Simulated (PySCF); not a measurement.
Method: PBE-D3(BJ)/def2-TZVP // BP86-D3(BJ)/def2-SVP in PySCF. All species are isolated molecules in the gas phase. One relaxed conformer stands for a flexible species; it need not be the lowest. 

Reference species: [Mo(F)3(NH2)3] (neutral, multiplicity 1).

```
Quantity                                                        Value
------------------------------------------------------------  -------
HOMO–LUMO gap                                                 2.85 eV
mean distance from the central atom to its bonded neighbours  1.929 Å
coordination number                                                 6
```

Changed species: [Mo(F)5(NH2)] (1 of 6 F replaced by NH2; the reference has 3 of 6 F replaced by NH2).

Q: Predict the effect on the HOMO–LUMO gap, mean distance from the central atom to its bonded neighbours and coordination number.

A: the HOMO–LUMO gap drops by 0.56 eV, to 2.29 eV; the mean distance from the central atom to its bonded neighbours falls by 0.055 Å, to 1.874 Å; the coordination number is nearly the same.
